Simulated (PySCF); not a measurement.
**Spinor energies of Sb²⁺ (antimony, charge +2)**

Start: [Kr] 4d10 5s2 5p1; 5p3/2 filled at m_j = +3/2. Calculated with PySCF 2.14 in x2c-QZVPPall-2c (13s13p9d4f1g, 134 functions): generalised Hartree-Fock with the X2C-1e Hamiltonian and a Gaussian nucleus; one run each with spin-orbit coupling (SO) screened by Boettger's factors, then bare. This is a chosen level, not necessarily the ground level.

```
spinor shell  electrons  ε, screened SO (eV)  ε, bare SO (eV)  weight of nominal j (bare SO)  rms radius, bare SO (bohr)
       1s1/2          2             -30660.7         -30660.4                          1.000                      0.0325
       2s1/2          2              -4776.5          -4776.4                          1.000                       0.133
       2p1/2          2              -4458.5          -4466.3                          1.000                       0.115
       2p3/2          4              -4204.1          -4200.9                          1.000                       0.120
       3s1/2          2              -992.30          -992.28                          1.000                       0.351
       3p1/2          2              -860.80          -862.26                          1.000                       0.344
       3p3/2          4              -812.37          -811.77                          1.000                       0.356
       3d3/2          4              -582.53          -584.00                          1.000                       0.329
       3d5/2          6              -572.60          -571.64                          1.000                       0.333
       4s1/2          2              -194.97          -194.97                          1.000                       0.843
       4p1/2          2              -148.15          -148.44                          1.000                       0.893
       4p3/2          4              -139.18          -139.07                          1.000                       0.922
       4d3/2          4              -63.433          -63.643                          0.996                        1.09
       4d5/2          6              -62.082          -61.952                          0.998                        1.11
       5s1/2          2              -32.903          -32.904                          0.999                        2.27
       5p3/2          1              -24.024          -24.015                          1.000                        2.71
```

```tsv
quantity	screened SO	bare SO
E (hartree)	-6478.00537	-6478.15839
M_J	3/2	3/2
⟨J²⟩	3.759	3.759
⟨L²⟩	2.026	2.028
⟨S²⟩	0.772	0.774
```

Each row is a mean over spinors that exchange with the open shell spreads, by up to 2.293 eV (5s1/2).

Breit and QED terms are absent; they matter most for the inner s and p1/2 levels.

Densities and radii are taken from the X2C orbitals without a picture-change correction, which distorts them close to the nucleus.
